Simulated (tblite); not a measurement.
Compound: C₅H₅N₂S (doublet state).
Atom-mapped SMILES: `[CH3:1][C:2](=[S:3])[C:4]1=[N:5][CH:6][CH:7]=[N:8]1` (hydrogens: H9, H10, H11 on C1; H12 on C6; H13 on C7)

Structure used (GFN2-xTB), in Å, numbered top down from 1:
```
atom  x, y, z in Å
C1    -2.0385    0.5992   -0.6890
C2    -1.2578   -0.0868    0.3776
S3    -2.0385   -0.7572    1.6924
C4     0.1245   -0.1721    0.2787
N5     0.8776    0.3335   -0.7363
C6     2.1192    0.0297   -0.4278
C7     2.1283   -0.6793    0.8079
N8     0.8907   -0.7931    1.2273
H9    -2.7412   -0.0988   -1.1430
H10   -2.6175    1.4173   -0.2617
H11   -1.3569    0.9812   -1.4452
H12    2.9457    0.3049   -1.0531
H13    2.9600   -1.0781    1.3545
```

Computed with GFN2-xTB (tblite): harmonic, unscaled wavenumbers at the GFN2-xTB geometry, gas phase. The method is semi-empirical: single wavenumbers can be off by several per cent or more. One conformer, not necessarily the lowest. Open shells enter through the occupations alone, without spin polarisation, and single modes of such species can be off by tens of per cent.

Harmonic wavenumbers (cm⁻¹): 63.0, 109.2, 112.6, 159.3, 274.3, 425.6, 438.6, 557.4, 582.6, 651.0, 701.5, 788.5, 831.8, 868.7, 937.9, 997.4, 1008.5, 1101.1, 1113.2, 1164.3, 1243.3, 1298.7, 1332.2, 1372.3, 1437.7, 1438.4, 1482.9, 1498.6, 3005.5, 3018.5, 3047.2, 3156.9, 3166.9.

A = 3791, B = 1343, C = 998.0 MHz; mass 125.017 u (most abundant isotopes); point group Cs, symmetry number 1; spin multiplicity 2.

Question: What is the zero-point energy?

Answer: ½Σν̃ = 19693 cm⁻¹ = 56.30 kcal/mol.

Question: Give the ideal-gas entropy at 273.15 K and 1 bar in the rigid-rotor, harmonic-oscillator model (classical rotation).

Answer: Translation 39.97, rotation 28.28, vibration 17.83, spin (R ln 2) 1.38: S = 87.5 cal/(mol K).

Question: And Cp and H(273.15 K) − H(0)?

Answer: Cp = 27.01 cal/(mol K), of which vibrations give 19.06 (their classical limit is 33 R = 65.6); H(273.15 K) − H(0) = 4.77 kcal/mol without the zero-point energy, 2.60 from vibrations.

Question: Which modes carry the vibrational entropy at 273.15 K?

Answer: 63.0 cm⁻¹: 4.19; 109.2 cm⁻¹: 3.11; 112.6 cm⁻¹: 3.05; 159.3 cm⁻¹: 2.39; 274.3 cm⁻¹: 1.42; 425.6 cm⁻¹: 0.75 cal/(mol K); the other 27 give 2.90 together.

Question: Blend soft modes into free rotors: weight 1/[1 + (100 cm⁻¹/ν̃)⁴] for the oscillator and the rest for a rotor with moment μB/(μ + B), μ = h/(8π²ν), B = 10⁻⁴⁴ kg m². What vibrational entropy results?

Answer: 16.66 cal/(mol K) in place of 17.83, which changes −T·S at 273.15 K by +0.32 kcal/mol.

Question: What must be added to the electronic energy to get the Gibbs energy at 273.15 K and 1 bar?

Answer: ZPE + [H(273.15 K) − H(0)] − T·S = 56.30 + 4.77 − 23.89 = 37.18 kcal/mol.

Question: How do the functions run with temperature in this model?

Answer: 
```json
{"T (K)": "100", "S (cal/(mol K))": "67.4", "Cp (cal/(mol K))": "15.4", "H − H(0) (kcal/mol)": "1.15", "G − H(0) (kcal/mol)": "-5.59", "ln q(vib)": "1.10"}
{"T (K)": "200", "S (cal/(mol K))": "79.9", "Cp (cal/(mol K))": "21.7", "H − H(0) (kcal/mol)": "2.99", "G − H(0) (kcal/mol)": "-12.99", "ln q(vib)": "2.89"}
{"T (K)": "300", "S (cal/(mol K))": "90.1", "Cp (cal/(mol K))": "29.0", "H − H(0) (kcal/mol)": "5.52", "G − H(0) (kcal/mol)": "-21.50", "ln q(vib)": "4.65"}
{"T (K)": "500", "S (cal/(mol K))": "108.1", "Cp (cal/(mol K))": "42.0", "H − H(0) (kcal/mol)": "12.69", "G − H(0) (kcal/mol)": "-41.36", "ln q(vib)": "8.17"}
{"T (K)": "800", "S (cal/(mol K))": "130.6", "Cp (cal/(mol K))": "53.5", "H − H(0) (kcal/mol)": "27.21", "G − H(0) (kcal/mol)": "-77.30", "ln q(vib)": "13.29"}
{"T (K)": "1000", "S (cal/(mol K))": "143.1", "Cp (cal/(mol K))": "58.2", "H − H(0) (kcal/mol)": "38.41", "G − H(0) (kcal/mol)": "-104.70", "ln q(vib)": "16.46"}
```

q(vib) and H(0) count from the zero-point level.

Hindered rotation and anharmonicity are outside this model. Other conformers, if any are populated, would add a mixing term that is left out.
